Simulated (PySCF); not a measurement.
# Excitation energy of P by level of theory

P [Ne] 3s2 3p3 (4S) → P [Ne] 3s1 3p3 4s1 (6S), as a difference of total energies. All numbers are calculated (PySCF 2.14, the spin-free X2C one-electron Hamiltonian (Gaussian nucleus), in dyall-av3z). Correlated levels: valence: [Ne] frozen; virtual orbitals above 40 to 60 times the deepest correlated orbital energy dropped. The calculations carry no spin-orbit coupling.

| method | excitation energy (eV) |
| --- | --- |
| UHF | 10.611 |
| MP2 (valence) | 12.079 |
| SCS-MP2 (valence) | 12.555 |
| CCSD (valence) | 12.273 |
| CCSD(T) (valence) | 12.358 |

Q: How much does correlation contribute at CCSD(T) (valence)?

A: 12.358 − (10.611) = 1.747 eV, measured against UHF.

The upper state lies above the first ionisation limit, but in LS coupling its spin forbids autoionisation to the ground ion. A Rydberg-like electron needs more diffuse functions than a valence basis has.

The promoted electron is Rydberg-like, and one or two diffuse shells describe it only roughly, which tends to raise the upper state.
